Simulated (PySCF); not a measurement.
## Electronic structure of Zr²⁺ (zirconium, charge +2) at the r2SCAN0 level

Configuration: [Kr] 4d1 5p1, one real determinant (an excited configuration). All numbers are calculated (PySCF 2.14, no relativity, point nucleus, in dyall-av2z (22s15p11d2f, 136 functions)).

| Property | Result |
| --- | --- |
| Total energy | -3539.96 hartree |
| One-electron energy | -4864.89 hartree |
| Hartree (Coulomb) energy | 1436.88 hartree |
| Exchange-correlation energy | -111.96 hartree |
| Kinetic energy | 3538.21883 hartree |
| ⟨S²⟩ | 2.0012 |
| ⟨L²⟩ | 8.028 |
| Sum of ⟨r⟩ | 25.73 bohr |
| Sum of ⟨r²⟩ | 40.39 bohr² |
| Traceless quadrupole moment −½Σ⟨3z² − r²⟩ along its main axis | -5.64 e·bohr² |
| Density at the nucleus (Gaussians lack the cusp) | 44300 bohr⁻³ |
| Spin density at the nucleus | -0.278 bohr⁻³ |
| Langevin diamagnetic susceptibility | -32.0 ×10⁻⁶ cm³/mol |
| Time after the integrals | of the order of 21 core-seconds |

```
shell  electrons  mean orbital energy (eV)  spread (eV)  rms radius, mean of both spins (bohr)
 1s α          1                  -17541.5            0                                 0.0441
 1s β          1                  -17541.5            0                                 0.0441
 2s α          1                   -2436.6            0                                  0.181
 2s β          1                   -2436.4            0                                  0.181
 2p α          3                   -2231.1        0.061                                  0.159
 2p β          3                   -2230.9        0.152                                  0.159
 3s α          1                   -426.11            0                                  0.501
 3s β          1                   -426.02            0                                  0.501
 3p α          3                   -348.01        0.272                                  0.503
 3p β          3                   -347.90        0.296                                  0.503
 3d α          5                   -206.44        0.338                                  0.495
 3d β          5                   -206.24        0.386                                  0.495
 4s α          1                   -76.476            0                                   1.31
 4s β          1                   -75.613            0                                   1.31
 4p α          3                   -54.481        0.201                                   1.45
 4p β          3                   -53.423        0.804                                   1.45
 4d α          1                   -23.669            0                                   2.01
 5p α          1                   -14.540            0                                   3.96
```

⟨L²⟩ = 8.03 against 12 for a pure F term, so this real determinant mixes terms. A non-relativistic calculation at this Z misses sizeable relativistic shifts.
